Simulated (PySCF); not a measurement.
# Reading the logs of faulty runs: BFH4NSi cation

These are calculations, not measurements. They come from PySCF 2.14.0, an open-source quantum chemistry program, on an isolated molecule that a program drew, which may never have been made. The molecule is BFH4NSi cation (charge +1, singlet), drawn as the SMILES string `N[SiH2][B+]F`.

Each row is a Hartree-Fock (HF) and frozen-core CCSD(T) single point in the cc-pV(D+d)Z basis, meant for a local HF minimum. Run 1 is clean. Each other run has one planted mistake out of seven kinds, and not every kind appears here: one electron removed, one electron added, multiplicity raised by two, geometry at a saddle point, minimal basis STO-3G, one bond length entered in bohr, all coordinates scaled. The reference is restricted for singlets and unrestricted otherwise, and also for a bond in bohr. Adding or removing an electron swaps singlet and doublet. Electrons count all cores. HOMO and LUMO are orbital energies over both spins, the gradient is its largest component, and the lowest frequency (negative if imaginary) is given only where the gradient is small. Bond lengths are over the 7 bonds as drawn. T1 is the CCSD diagnostic: over 0.02 (restricted) or 0.045 (unrestricted) a single reference is doubtful.

Geometry of the clean run:
```xyz
8
BFH4NSi cation, angstrom
N    -1.5042   -0.7978    0.1614
Si   -0.1961   -1.8323    0.1682
B     1.5993   -0.6130    0.3485
F     2.5896    0.1072    0.4510
H    -1.9202   -0.4321   -0.6757
H    -2.0138   -0.5395    0.9866
H    -0.0329   -2.6325    1.3816
H     0.1078   -2.4708   -1.1122
```

| run | electrons | basis functions | <S^2> | HOMO (eV) | LUMO (eV) | gradient (hartree/bohr) | lowest frequency (cm^-1) | mean bond (Å) | longest bond (Å) | T1 | HF (hartree) | CCSD(T) (hartree) | mistake |
|---|---|---|---|---|---|---|---|---|---|---|---|---|---|
| 1 | 38 | 85 | 0.000 | -16.39 | -3.83 | 5.9e-06 | 125 | 1.4296 | 2.178 | 0.0160 | -469.63059 | -470.19344 | no fault |
| 2 | 39 | 85 | 0.771 | -5.64 | 3.15 | 1.0e-01 | - | 1.4296 | 2.178 | 0.0176 | -469.80236 | -470.37217 | one electron added |
| 3 | 37 | 85 | 0.761 | -24.77 | -12.32 | 1.1e-01 | - | 1.4296 | 2.178 | 0.0222 | -469.11146 | -469.63418 | one electron removed |
| 4 | 38 | 85 | 0.856 | -15.10 | -4.55 | 8.9e-03 | - | 1.6155 | 2.764 | 0.0414 | -469.51595 | -470.06737 | one bond length entered in bohr |
| 5 | 38 | 28 | 0.000 | -14.05 | -0.07 | 2.4e-02 | - | 1.4296 | 2.178 | 0.0204 | -463.93571 | -464.13411 | minimal basis STO-3G |
| 6 | 38 | 85 | 2.056 | -11.53 | -6.73 | 1.4e-01 | - | 1.4296 | 2.178 | 0.0385 | -469.48907 | -470.03324 | ? |

**Which mistake was planted in run 6, and what did it cost?**

Electrons, basis and geometry are unchanged, and <S^2> is 2.056, beside S(S+1) = 2.00 for a multiplicity of 3. So the mistake is: multiplicity raised by two. Subtracting run 1 and multiplying by 627.51 kcal/mol a hartree, the energy moved by 88.8 kcal/mol in HF and 100.5 kcal/mol in CCSD(T).

Cautions from the logs. Run 5: T1 is over the limit, so its CCSD(T) energy is less reliable.
